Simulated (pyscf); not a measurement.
Four-centre exchange: `[ZnH2]` + `[OH][SiH3]` → `[ZnH2]` + `[OH][SiH3]`

Gas phase, singlet surface, charge 0. Bonds broken: Zn1–H2, Si5–H7. Bonds formed: Zn1–H7, H2–Si5. PySCF, gas phase, ωB97X-D3(BJ)/def2-SVP geometries.

Transition state (Å):

```xyz
9

Zn    -0.0020    -0.9434    -0.5505
H      0.9984     0.3467    -0.0114
H      0.0104    -2.2974    -1.2673
O     -0.9541    -0.3891     1.4815
Si    -0.4822     1.0705     0.7099
H     -0.5322    -0.5564     2.3328
H     -1.1195     0.5015    -0.6875
H      0.5305     1.7190     1.6197
H     -1.5253     2.1551     0.6891
```

One imaginary mode, 629i cm⁻¹; descent along it reached the two sides named, in the forms told below.

| bond | change | reactant side (Å) | saddle | product side |
|---|---|---|---|---|
| Zn1–H2 | breaks | 1.576 | 1.719 | 3.6 |
| Si5–H7 | breaks | 1.481 | 1.638 | 3.0 |
| Zn1–H7 | forms | 3.6 | 1.832 | 1.577 |
| H2–Si5 | forms | 3.0 | 1.799 | 1.482 |

Electronic energies relative to the separated reactants (eV):

```json
[
 {"level": "ωB97X-D3(BJ)/def2-TZVP", "barrier": "0.85", "reaction energy": "0.00", "reverse barrier": "0.85"},
 {"level": "PBE/def2-TZVP", "barrier": "0.93", "reaction energy": "0.00", "reverse barrier": "0.93"},
 {"level": "r²SCAN/def2-TZVP", "barrier": "0.84", "reaction energy": "0.00", "reverse barrier": "0.84"},
 {"level": "B3LYP-D3(BJ)/def2-TZVP", "barrier": "1.12", "reaction energy": "0.00", "reverse barrier": "1.12"},
 {"level": "PBE0-D3(BJ)/def2-TZVP", "barrier": "0.87", "reaction energy": "0.00", "reverse barrier": "0.87"},
 {"level": "M06-2X/def2-TZVP", "barrier": "0.90", "reaction energy": "0.00", "reverse barrier": "0.90"},
 {"level": "ωB97M-D3(BJ)/def2-TZVP", "barrier": "1.05", "reaction energy": "0.00", "reverse barrier": "1.05"},
 {"level": "HF/def2-TZVP", "barrier": "1.62", "reaction energy": "0.00", "reverse barrier": "1.62"}
]
```

With ωB97M-D3(BJ)/def2-TZVP energies and thermal terms (ideal gas, 1 atm, RRHO with modes under 100 cm⁻¹ raised to 100, one conformer, R ln 2 for chiral ones without a mode under 150 cm⁻¹), in eV:

| T (K) | ΔH‡ | ΔG‡ | ΔH | ΔG |
|---|---|---|---|---|
| 298 | 1.08 | 1.53 | 0.00 | 0.00 |
| 600 | 1.07 | 1.99 | 0.00 | 0.00 |
| 900 | 1.08 | 2.45 | 0.00 | 0.00 |
| 1200 | 1.09 | 2.91 | 0.00 | 0.00 |

On the reactant side the descent ends in an adduct with a O–Zn contact (not fully relaxed), 0.37 eV under the separated species and 1.23 eV under the saddle at ωB97X-D3(BJ)/def2-TZVP. On the product side the descent ends in an adduct with a O–Zn contact, 0.37 eV under the separated species and 1.22 eV under the saddle at ωB97X-D3(BJ)/def2-TZVP. At the saddle there is also a short Si–Zn contact that neither side keeps. One saddle was located; it need not be the lowest between these sides. Elements up to Kr have no core potential and no relativistic terms here.
